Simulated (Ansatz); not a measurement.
The cluster Pd2Au4 (the lowest singlet isomer of a short search), 6 atoms. Hardware: 4 threads of Intel Xeon 6975P-C on a shared host.

In the def2 sets Au, Pd take a core potential; there is no spin–orbit coupling. Correlated methods freeze no core orbitals; core or outer-core shells of Pd, Au are correlated, in sets that lack core-valence functions.

How many basis functions does each of these Ansatz runs have, and roughly what does it cost? MP2/def2-TZVP, charge 0 singlet, energy, from earlier orbitals; PBE-D4/def2-TZVP, charge 0 singlet, energy and forces, from earlier orbitals; PBE-D4/def2-SVP, charge 0 singlet, energy with a search over starts; BHLYP-D4/def2-TZVP, charge 0 singlet, energy, from earlier orbitals; PBE-D4/def2-SVP, charge 0 singlet, energy, from earlier orbitals; ωB97X-V/def2-TZVP, charge 0 singlet, energy, from earlier orbitals; RPA@PBE/def2-TZVP, charge 0 singlet, energy, from earlier orbitals; PBE0-D4/def2-SVP, charge 0 singlet, energy, from earlier orbitals; B3LYP-D4/def2-SVP, charge 0 singlet, relaxation, 26 steps; PBE0-D4/def2-TZVP, charge 0 singlet, energy, from earlier orbitals; revPBE-D4/def2-TZVP, charge 0 singlet, energy, from earlier orbitals; r2SCAN-D4/def2-TZVP, charge 0 singlet, energy, from earlier orbitals.

Other jobs shared the machine, so times can vary by a factor of up to 3. A dash marks memory too small to be measured apart from the calling script's.

| run | functions | fitting or Cholesky vectors | wall time | peak host memory (GiB) |
| --- | --- | --- | --- | --- |
| PBE-D4/def2-SVP, charge 0 singlet, energy, from earlier orbitals | 190 | 1848 | 2.2 s | – |
| revPBE-D4/def2-TZVP, charge 0 singlet, energy, from earlier orbitals | 240 | 2150 | 2.7 s | – |
| PBE-D4/def2-TZVP, charge 0 singlet, energy and forces, from earlier orbitals | 240 | 2150 | 3.4 s | – |
| PBE0-D4/def2-SVP, charge 0 singlet, energy, from earlier orbitals | 190 | 1968 | 4 s | 0.74 |
| r2SCAN-D4/def2-TZVP, charge 0 singlet, energy, from earlier orbitals | 240 | 2150 | 5.5 s | 0.57 |
| PBE0-D4/def2-TZVP, charge 0 singlet, energy, from earlier orbitals | 240 | 2454 | 6 s | 1.3 |
| BHLYP-D4/def2-TZVP, charge 0 singlet, energy, from earlier orbitals | 240 | 2786 | 7 s | 1.5 |
| MP2/def2-TZVP, charge 0 singlet, energy, from earlier orbitals | 240 | 2284 | 7.5 s | 1 |
| PBE-D4/def2-SVP, charge 0 singlet, energy with a search over starts | 190 | 1848 | 8.5 s | – |
| RPA@PBE/def2-TZVP, charge 0 singlet, energy, from earlier orbitals | 240 | 2284 | 12 s | 1.2 |
| ωB97X-V/def2-TZVP, charge 0 singlet, energy, from earlier orbitals | 240 | 2162 | 14 s | 1.3 |
| B3LYP-D4/def2-SVP, charge 0 singlet, relaxation, 26 steps | 190 | 2240 | 2 min | 0.77 |
